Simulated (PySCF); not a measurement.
Polarisability and C₆ of Ta(2+) (tantalum, charge +2)

[Xe] 4f14 5d2 6s1, high-spin 4F determinant (an excited configuration). Calculation: PySCF 2.14, in ANO-RCC-VTZP (8s7p5d3f2g1h, 104 functions); the spin-free X2C one-electron Hamiltonian (Gaussian nucleus). Coupled (time-dependent) response in atomic units; α is the mean over directions. The basis has no added diffuse functions, which lowers α and C₆.

```csv
method,mean α (bohr³),"α xx, yy, zz",C₆ (like pair),S(−4)
r2SCAN0,26.53,"26.53, 26.53, 26.51",175.9,375.8
```

S(−4) is the Cauchy moment in α(ω) = α(0) + S(−4) ω² + …

Spin-orbit coupling is absent.

α(iu) at r2SCAN0:

```tsv
u (hartree)	α(iu) (bohr³)
0	26.53
0.0500	25.62
0.100	23.32
0.200	17.58
0.300	13.07
0.500	8.230
0.750	5.647
1.00	4.333
1.50	2.915
2.00	2.127
3.00	1.296
5.00	0.6499
```

A single London oscillator, α(iu) = α/(1 + u²/ω²), gives C₆ = (3/4) ω α². Matching the computed C₆ needs ω = 4 × 175.9 / (3 × 26.53²) = 0.333 hartree.

For an ion, C₆ is the dispersion term alone; charge-induced terms of lower order in 1/R come first.

The components differ because the open shell of this determinant is not spherical; for a pure term their mean is the scalar polarisability.

Spin-orbit coupling, absent here, splits the open shell strongly.
